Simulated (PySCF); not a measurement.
A survey of $^{19}$F NMR shifts

Computed data (PySCF 2.14.0 with density-fitted response routines): PBE0/pcSseg-1 with gauge-including orbitals, GFN2-xTB structure. A single conformation, no solvent model, non-relativistic, rapidly exchanging positions averaged.

Shieldings were converted by a linear fit to measured shifts: $^{19}$F (scatter 6.0 ppm rms, 7.0 ppm with the 5 outliers that the fit left out vs CFCl3, solution or neat liquid, with a term for F on sp3 carbon). Occasional misses reach two or three times the rms, and more in compound classes unlike the fitted ones.

Question: Give the $^{19}$F shifts of `O=[P@@H](C(F)=C(F)F)c1ccco1`.

Answer: 
```
                                                                       compound           environment  δ (ppm)
[O:1]=[P@@H:2]([C:3]([F:4])=[C:5]([F:6])[F:7])[c:8]1[cH:9][cH:10][cH:11][o:12]1  F7: vinylic fluorine    -83.8
[O:1]=[P@@H:2]([C:3]([F:4])=[C:5]([F:6])[F:7])[c:8]1[cH:9][cH:10][cH:11][o:12]1  F6: vinylic fluorine   -108.1
[O:1]=[P@@H:2]([C:3]([F:4])=[C:5]([F:6])[F:7])[c:8]1[cH:9][cH:10][cH:11][o:12]1  F4: vinylic fluorine   -197.3
```

Question: Order these by $^{19}$F shift, lowest first.
A. [H]/N=C/[C@@H]1[C@@H](F)C12CC2
B. F/C=P/N1CCCC1
C. N#C[C@@H]1CC[C@@H](F)C1

Answer: A (-204.1 ppm, fluorine on an sp3 carbon), C (-166.3 ppm, fluorine on an sp3 carbon), B (-154.4 ppm, fluorine bonded to C).
